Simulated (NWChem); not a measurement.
CH$_{5}$CuO$_{2}$; SMILES [O]([Cu]<-[OH2])C

```xyz
9

Cu     0.1003    -0.3118     0.0000
O      0.5124     1.4178     0.0000
C     -0.4215     2.4241     0.0000
H     -1.0978     2.4360     0.8885
H      0.0804     3.4178     0.0000
H     -1.0978     2.4360    -0.8885
O     -0.1721    -2.2345     0.0000
H      0.1914    -2.6875     0.7718
H      0.1914    -2.6875    -0.7718
```
Atoms are numbered in this order, from 1.

Program: NWChem. Pople sets run with spherical d functions. All runs use the structure optimised with PBE0/def2-SVP. No frequency run checked for a minimum. Vzz is the largest principal value of the second derivative of the potential at the nucleus (NWChem prints the opposite sign); η is the asymmetry. Non-relativistic.

For level PBE/6-31G*:

Vzz Cu1 (a.u.): 1.772
η Cu1: 0.08
Vzz O2 (a.u.): 1.474
Vzz O7 (a.u.): -1.562

**Question.** Estimate the same quantities for level B3LYP/def2-SVP.

**Answer.** 
- Vzz Cu1 (a.u.) = 0.337
- η Cu1 = 0.34
- Vzz O2 (a.u.) = 1.653
- Vzz O7 (a.u.) = -1.693
